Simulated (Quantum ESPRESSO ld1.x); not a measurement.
One sound ld1.x (Quantum ESPRESSO 7.5) input for the iridium ion Ir3+ gives E = -17825.425 hartree in 26 iterations:

```
 &input
    zed=77.0,
    iswitch=1,
    rel=1,
    dft='PBE',
    config='[Xe] 4f14 5d6',
    prefix='ld1',
    max_out_wfc=37,
    file_charge='ld1.rho',
 /
```

Changed or added lines, one case at a time, and what came of them:

- config='[Xe] 4f14 5d6 8s1': refused. The program stops in el_config with "wrong main quantum number": the config string takes n from 1 to 7 alone.
- rel=2 relpert=.true.: refused. The program stops in ld1_readin with "perturbative SO-splitting for AE calculations with rel=0 only": the perturbative correction needs rel = 0.
- rmax=4.0: inaccurate. The mesh cuts the orbital tails; the run ends without a warning, but the energy is off by +0.007512 hartree against the default mesh.
- dft='GGA': refused. The program stops in set_dft_from_name with "GGA: unrecognized dft": the name is not a functional that the program knows.
- atom='D2' (without zed): crashed. The symbol names no element; the program warns, takes a nuclear charge of zero and dies without a result.
- noscf=.true.: ran as typed. With noscf the program prints the levels of a bare nucleus, with no screening and no total energy; they are not those of the atom.
- config='[Xe] 4f14 5d6 6s4': refused. The program stops in el_config with "wrong occupancy:4": an s shell holds at most 2 electrons.
